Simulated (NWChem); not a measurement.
System: CH7Si2 cation

Output (shortened):

```
             Northwest Computational Chemistry Package (NWChem) 7.3.0
             --------------------------------------------------------

                             Geometry "geometry" -> ""
                             -------------------------

 Output coordinates in angstroms (scale by  1.889725989 to convert to a.u.)

  No.       Tag          Charge          X              Y              Z
 ---- ---------------- ---------- -------------- -------------- --------------
    1 Si                  14.0000     0.15910100    -1.59417400    -0.00008600
    2 C                    6.0000    -0.86303100    -0.12899600    -0.00087400
    3 Si                  14.0000     0.20608000     1.53217000     0.00388100
    4 H                    1.0000     0.64556500    -2.19197000     1.26391400
    5 H                    1.0000     0.65239500    -2.18894600    -1.26287100
    6 H                    1.0000    -1.48071700    -0.05886300    -0.91285600
    7 H                    1.0000    -1.48488600    -0.06136800     0.90847100
    8 H                    1.0000    -0.81919600     2.60442900     0.00944100
    9 H                    1.0000     1.04058600     1.51869400    -1.22605500
   10 H                    1.0000     1.04418300     1.51000000     1.23131600

 Effective nuclear repulsion energy (a.u.)     142.2466676774

                                 NWChem DFT Module
                                 -----------------

 Summary of "ao basis" -> "ao basis" (spherical)
 ------------------------------------------------------------------------------
       Tag                 Description            Shells   Functions and Types
 ---------------- ------------------------------  ------  ---------------------
 Si                          6-31g*                  8       18   4s3p1d
 C                           6-31g*                  6       14   3s2p1d
 H                           6-31g*                  2        2   2s

 in cosmo_initialize ...
 calling solv_data for solv:anisole

 solvent parameters
 solvname_short: anisole
 solvname_long:  anisole
 dielec:        4.2247
 dielecinf:     2.3025
 nonaqueous SMD model solvent descriptors
 dielec:        4.2247
 sola:          0.0000
 solb:          0.2900
 solc:          0.7500
 solg:         50.5200
 solh:          0.0000
 soln:          1.5174

          ---------------
          -cosmo- solvent
          ---------------
 Cosmo: York-Karplus, doi: 10.1021/jp992097l
 dielectric constant -eps-     =   4.22
 screen = (eps-1)/(eps    )    =   0.76330
 surface charge correction     = lagrangian

   van der Waals surface
 --------------------------

 ---------- ATOMIC COORDINATES (A.U.) ------------ VDWR(ANG.) --
     1    0.30065729   -3.01255204   -0.00016252     2.470
     2   -1.63089211   -0.24376709   -0.00165162     1.850
     3    0.38943473    2.89538147    0.00733403     2.470
     4    1.21994096   -4.14222268    2.38845113     1.200
     5    1.23284779   -4.13650814   -2.38648015     1.200
     6   -2.79814940   -0.11123494   -1.72504771     1.200
     7   -2.80602766   -0.11596870    1.71676126     1.200
     8   -1.54805597    4.92165717    0.01784090     1.200
     9    1.96642241    2.86991552   -2.31690800     1.200
    10    1.97321975    2.85348624    2.32684985     1.200
 number of segments per atom =        128
 number of   points per atom =        128
 atom (   nspa,  nppa )
 ----------------------
    1 (     92,     0 )       0
    2 (     22,     0 )       0
    3 (     96,     0 )       0
    4 (     31,     0 )       0
    5 (     31,     0 )       0
    6 (     47,     0 )       0
    7 (     46,     0 )       0
    8 (     30,     0 )       0
    9 (     32,     0 )       0
   10 (     32,     0 )       0
 number of -cosmo- surface points =      459
 molecular surface =    131.322 angstrom**2
 molecular volume  =    117.310 angstrom**3
 -lineq- algorithm             =   0
 -bem- low  level              =   3
 -bem- from -octahedral-
 gaussian surface charge width =   4.50000
 degree of switching           =   1.00000
 switching function tolerance  =   0.00010
 atomic radii =
 --------------
    1 14.000  2.470
    2  6.000  1.850
    3 14.000  2.470
    4  1.000  1.200
    5  1.000  1.200
    6  1.000  1.200
    7  1.000  1.200
    8  1.000  1.200
    9  1.000  1.200
   10  1.000  1.200
 ...... end of -cosmo- initialization ......

 nat:                    10
 ixmem:                  5529
 calling mnsol_interface()
 G(SMD-CDS) energy (kcal/mol)  =    -0.142
 SMD-CDS SASA (angstrom**2)    =   151.425

            General Information
            -------------------
          SCF calculation type: DFT
          Wavefunction type:  closed shell.
          No. of atoms     :    10
          No. of electrons :    40
           Alpha electrons :    20
            Beta electrons :    20
          Charge           :     1
          Spin multiplicity:     1
          Use of symmetry is: off; symmetry adaption is: off
          Maximum number of iterations: 150
          AO basis - number of functions:    64
                     number of shells:    36
          Convergence on energy requested:  1.00D-06
          Convergence on density requested:  1.00D-05
          Convergence on gradient requested:  5.00D-04

              XC Information
              --------------
                       M06-2X Method XC Functional
                     Hartree-Fock (Exact) Exchange  0.540
                        M06-2X Exchange Functional  1.000
                      M06-2X Correlation Potential  1.000

             Grid Information
             ----------------
          Grid used for XC integration:  medium
          Radial quadrature: Mura-Knowles
          Angular quadrature: Lebedev.
          Tag              B.-S. Rad. Rad. Pts. Rad. Cut. Ang. Pts.
          ---              ---------- --------- --------- ---------
          Si                  1.10       88          11.0       590
          C                   0.70       49           8.0       434
          H                   0.35       45          12.0       434
          Grid pruning is: on
          Number of quadrature shells:   540
          Spatial weights used:  Erf1

      Superposition of Atomic Density Guess
      -------------------------------------

 Sum of atomic energies:        -618.78249696

 Renormalizing density from      41.00 to     40

      Non-variational initial energy
      ------------------------------

 Total energy =    -610.381919
 1-e energy   =   -1110.105313
 2-e energy   =     357.476726
 HOMO         =      -0.653990
 LUMO         =      -0.341799

   convergence    iter        energy       DeltaE   RMS-Dens  Diis-err
 ---------------- ----- ----------------- --------- --------- ---------
     COSMO gas phase
 d= 0,ls=0.0,diis     1   -620.7963559769 -7.63D+02  1.24D-02  5.92D-01
 d= 0,ls=0.0,diis     2   -620.8204872835 -2.41D-02  6.76D-03  2.84D-01
 d= 0,ls=0.0,diis     3   -620.8591135835 -3.86D-02  1.53D-03  2.88D-02
 d= 0,ls=0.0,diis     4   -620.8629037776 -3.79D-03  3.27D-04  2.62D-04
 d= 0,ls=0.0,diis     5   -620.8629569955 -5.32D-05  7.65D-05  2.24D-05
  Resetting Diis
 d= 0,ls=0.0,diis     6   -620.8629610188 -4.02D-06  1.66D-05  8.22D-07
 d= 0,ls=0.0,diis     7   -620.8629611762 -1.57D-07  4.24D-06  2.51D-08

   convergence    iter        energy       DeltaE   RMS-Dens  Diis-err
 ---------------- ----- ----------------- --------- --------- ---------
     COSMO solvation phase
 d= 0,ls=0.0,diis     1   -620.9330470962 -7.01D-02  1.25D-03  1.32D-03
 d= 0,ls=0.0,diis     2   -620.9336493502 -6.02D-04  3.09D-04  1.52D-04
 d= 0,ls=0.0,diis     3   -620.9336891717 -3.98D-05  1.02D-04  3.02D-05
 d= 0,ls=0.0,diis     4   -620.9336942968 -5.13D-06  3.26D-05  4.74D-06
 d= 0,ls=0.0,diis     5   -620.9336953248 -1.03D-06  1.18D-05  5.62D-07
 d= 0,ls=0.0,diis     6   -620.9336952966  2.82D-08  3.46D-06  1.01D-08

         Total DFT energy =     -620.933695296560
      One electron energy =    -1126.509438657642
           Coulomb energy =      418.156354609665
    Exchange-Corr. energy =      -49.509289402890
 Nuclear repulsion energy =      142.246667677424

             COSMO energy =       -5.317989523116

 Numeric. integr. density =       39.999973882903

                                COSMO-SMD solvation results
                                ---------------------------

             internal energy in gas <Psi(g)|H|Psi(g)> =      -620.862961176163
         internal energy in solvent <Psi(s)|H|Psi(s)> =      -620.862179259629
                               delta internal energy  =         0.000781916534 (    0.49 kcal/mol)
   total free energy in solvent <Psi(s)|H+V/2|Psi(s)> =      -620.933469529279
 polarization energy contribution <Psi(s)|V/2|Psi(s)> =        -0.071290269650 (  -44.74 kcal/mol)
    total free energy in solvent including G(SMD-CDS) =      -620.933695296560
                       G(SMD-CDS) energy contribution =        -0.000225767281 (   -0.14 kcal/mol)
     1 M fixed-concentration free energy of solvation =        -0.070734120397 (  -44.39 kcal/mol)

                       DFT Final Molecular Orbital Analysis
                       ------------------------------------

 Vector   18  Occ=2.000000D+00  E=-4.536377D-01
              MO Center=  6.6D-01,  1.4D+00, -1.5D-03, r^2= 2.5D+00
   Bfn.  Coefficient  Atom+Function         Bfn.  Coefficient  Atom+Function
  ----- ------------  ---------------      ----- ------------  ---------------
    41      0.413348   3 Si pz               62     -0.261647   9 H  s
    64      0.260436  10 H  s                61     -0.234459   9 H  s
    63      0.233166  10 H  s                37     -0.165634   3 Si pz
    23     -0.123482   2 C  pz               49     -0.087049   3 Si d  1
    27     -0.081927   2 C  pz               45      0.072172   3 Si pz

 Vector   19  Occ=2.000000D+00  E=-4.507393D-01
              MO Center= -3.4D-02,  1.5D+00,  8.5D-03, r^2= 3.1D+00
   Bfn.  Coefficient  Atom+Function         Bfn.  Coefficient  Atom+Function
  ----- ------------  ---------------      ----- ------------  ---------------
    39      0.377321   3 Si px               60     -0.244682   8 H  s
    59     -0.221276   8 H  s                21     -0.218238   2 C  px
    64      0.166449  10 H  s                62      0.164113   9 H  s
    35     -0.152274   3 Si px               63      0.151341  10 H  s
    61      0.149293   9 H  s                25     -0.145164   2 C  px

 Vector   20  Occ=2.000000D+00  E=-4.432829D-01
              MO Center= -4.4D-01,  3.7D-01,  1.3D-03, r^2= 3.1D+00
   Bfn.  Coefficient  Atom+Function         Bfn.  Coefficient  Atom+Function
  ----- ------------  ---------------      ----- ------------  ---------------
    22      0.376017   2 C  py               40     -0.311518   3 Si py
     7      0.252983   1 Si px               26      0.246902   2 C  py
    60     -0.153757   8 H  s                59     -0.142756   8 H  s
    21      0.131678   2 C  px               36      0.131386   3 Si py
    25      0.120360   2 C  px                3     -0.099353   1 Si px

 Vector   21  Occ=0.000000D+00  E=-1.457242D-01
              MO Center=  9.7D-02, -1.4D+00, -2.7D-06, r^2= 3.3D+00
   Bfn.  Coefficient  Atom+Function         Bfn.  Coefficient  Atom+Function
  ----- ------------  ---------------      ----- ------------  ---------------
     7      0.478271   1 Si px               11      0.404792   1 Si px
     8      0.367116   1 Si py               12      0.351495   1 Si py
     3     -0.172518   1 Si px               38     -0.140021   3 Si s
     4     -0.132109   1 Si py               60      0.127818   8 H  s
    40      0.126506   3 Si py               42     -0.114422   3 Si s

 Vector   22  Occ=0.000000D+00  E=-1.497198D-02
              MO Center=  1.6D-01, -7.4D-02,  1.2D-03, r^2= 5.9D+00
   Bfn.  Coefficient  Atom+Function         Bfn.  Coefficient  Atom+Function
  ----- ------------  ---------------      ----- ------------  ---------------
    24      1.151258   2 C  s                10     -0.960046   1 Si s
    44      0.619115   3 Si py               12     -0.394773   1 Si py
    25      0.369354   2 C  px               52      0.351647   4 H  s
    54      0.351952   5 H  s                11      0.260139   1 Si px
    43      0.238938   3 Si px               40      0.217676   3 Si py

 Vector   23  Occ=0.000000D+00  E= 2.266009D-02
              MO Center=  5.4D-01, -1.6D+00,  1.0D-03, r^2= 5.1D+00
   Bfn.  Coefficient  Atom+Function         Bfn.  Coefficient  Atom+Function
  ----- ------------  ---------------      ----- ------------  ---------------
    52      0.898709   4 H  s                54      0.900136   5 H  s
    12      0.874504   1 Si py               10     -0.691802   1 Si s
    24     -0.595735   2 C  s                11     -0.567537   1 Si px
    43     -0.529672   3 Si px                6     -0.401074   1 Si s
    62      0.286088   9 H  s                64      0.283164  10 H  s

     Multipole analysis of the density
     ---------------------------------

     L   x y z        total         alpha         beta         nuclear
     -   - - -        -----         -----         ----         -------
     0   0 0 0      1.000000    -20.000000    -20.000000     41.000000

     1   1 0 0     -0.125841      0.379013      0.379013     -0.883866
     1   0 1 0     -1.742952     -0.389543     -0.389543     -0.963866
     1   0 0 1      0.000434     -0.055762     -0.055762      0.111959

     2   2 0 0    -21.673255    -34.944680    -34.944680     48.216105
     2   1 1 0     -0.275449      0.047521      0.047521     -0.370492
     2   1 0 1      0.001474     -0.021501     -0.021501      0.044475
     2   0 2 0    -13.724582   -166.699503   -166.699503    319.674424
     2   0 1 1      0.005573     -0.175044     -0.175044      0.355661
     2   0 0 2    -22.948992    -25.527709    -25.527709     28.106426
```

Level: M06-2X/6-31G* (spherical d), SMD on the gas-phase geometry. Coordinates come from a PBE0/def2-SVP optimisation. Solvent: anisole.

### Question
Reconstruct the input file.

### Answer
Several could match; the one computed here: the input that was run:
```
start job
memory heap 200 mb stack 900 mb global 1100 mb
charge 1
geometry units angstroms noautosym nocenter noautoz
  Si     0.159101    -1.594174    -0.000086
  C     -0.863031    -0.128996    -0.000874
  Si     0.206080     1.532170     0.003881
  H      0.645565    -2.191970     1.263914
  H      0.652395    -2.188946    -1.262871
  H     -1.480717    -0.058863    -0.912856
  H     -1.484886    -0.061368     0.908471
  H     -0.819196     2.604429     0.009441
  H      1.040586     1.518694    -1.226055
  H      1.044183     1.510000     1.231316
end
basis spherical
  * library 6-31g*
end
dft
  xc m06-2x
  iterations 150
end
cosmo
  do_cosmo_smd true
  solvent anisole
end
task dft energy
```
